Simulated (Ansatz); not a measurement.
Ansatz (a program for electronic structure) input (CCSD(T)/aug-cc-pVDZ):

Ansatz 0.2 input:
```yaml
crystal:
  periodic: [false, false, false]
  atoms:
    - {symbol: O, position_ang: [0.04602570, 1.31640462, -1.21243717]}
    - {symbol: Ge, position_ang: [0.00495988, -0.13469990, 0.12207591]}
    - {symbol: O, position_ang: [-1.16732589, 0.47884388, 1.23014526]}
    - {symbol: O, position_ang: [-0.48547203, -1.30142640, -1.05821240]}
    - {symbol: O, position_ang: [1.61787380, -0.13173155, 0.72932122]}
    - {symbol: H, position_ang: [0.01043554, 2.25435357, -0.96316960]}
    - {symbol: H, position_ang: [-0.87627695, 0.57034821, 2.14909925]}
    - {symbol: H, position_ang: [-1.22920897, -1.87483988, -0.82554486]}
    - {symbol: H, position_ang: [2.25901220, -0.70014916, 0.27912709]}
    - {symbol: H, position_ang: [-0.41149046, 1.16395994, -2.05647630]}
basis:
  gaussian:
    orbitals: aug-cc-pVDZ
total_charge: 1
magnetization: {spin_polarized: false}
correlation: {method: ccsd_t, electrons: outside_noble_gas}
output: {forces: true}
```

Output:

```
Functional definition: HF
integrals: 0.66 GiB planned
1701 factors; integrals over basis functions are off by at most 8.0e-4 eV
mean field: 1.20 GiB planned
mean field evaluation 1: about -64687.7349 eV, gradient 7.8e1 eV
mean field evaluation 2: about -64687.7368 eV, gradient 7.8e1 eV
mean field evaluation 4: about -64697.8187 eV, gradient 3.5e0 eV
mean field evaluation 8: about -64697.8568 eV, gradient 3.1e-4 eV
mean field evaluation 16: about -64697.8527 eV, gradient 3.0e-1 eV
mean field -64697.85683600 eV, -2377.6023849405 hartree, gradient 1.3e-6 eV, S^2 0.000000; 0 other end points of the search recorded, 0 dependent functions left out
18 core orbitals not correlated
reference -64697.85683600 eV, -2377.6023849405 hartree; 16, 16 occupied and 139, 139 virtual orbitals, 1701 factors
densities: 3.32 GiB planned
second order -24.72110660 eV of doubles, -0.00000000 eV of singles
coupled cluster: 1.75 GiB planned
cycle   1  -24.52229549 eV  change    2.0e-1 eV  update   1.2e-1
cycle   2  -25.07120917 eV  change   -5.5e-1 eV  update   3.3e-2
cycle   3  -25.22776985 eV  change   -1.6e-1 eV  update   1.8e-2
cycle   4  -25.21825646 eV  change    9.5e-3 eV  update   3.7e-3
cycle   5  -25.21484496 eV  change    3.4e-3 eV  update   1.6e-3
cycle   6  -25.21605098 eV  change   -1.2e-3 eV  update   4.9e-4
cycle   7  -25.21591111 eV  change    1.4e-4 eV  update   1.8e-4
cycle   8  -25.21574463 eV  change    1.7e-4 eV  update   5.6e-5
cycle   9  -25.21573575 eV  change    8.9e-6 eV  update   2.0e-5
cycle  10  -25.21574867 eV  change   -1.3e-5 eV  update   7.4e-6
perturbative correction -0.73229796 eV, -0.0269114537 hartree
the calculation of the forces begins
Total energy: -64723.80488263 eV, -2378.5559580660 hartree
Atom 0 at     0.046026     1.316405    -1.212437 Å, force     0.138675    -0.076830    -0.001708 eV/Å
Atom 1 at     0.004960    -0.134700     0.122076 Å, force    -0.007290     0.024246    -0.051284 eV/Å
Atom 2 at    -1.167326     0.478844     1.230145 Å, force    -0.466548     0.227746     0.233723 eV/Å
Atom 3 at    -0.485472    -1.301426    -1.058212 Å, force    -0.033305    -0.248668    -0.467421 eV/Å
Atom 4 at     1.617874    -0.131732     0.729321 Å, force     0.485124     0.104336     0.260969 eV/Å
Atom 5 at     0.010436     2.254354    -0.963170 Å, force    -0.061632     0.077958    -0.041631 eV/Å
Atom 6 at    -0.876277     0.570348     2.149099 Å, force     0.040978     0.011919     0.148880 eV/Å
Atom 7 at    -1.229209    -1.874840    -0.825545 Å, force    -0.122346    -0.091033     0.037325 eV/Å
Atom 8 at     2.259012    -0.700149     0.279127 Å, force     0.101263    -0.089667    -0.064123 eV/Å
Atom 9 at    -0.411490     1.163960    -2.056476 Å, force    -0.074917     0.059992    -0.054731 eV/Å
Dipole moment:    -0.087975     0.402781    -0.405546 e Å
```

It need not be the lowest isomer of its formula.
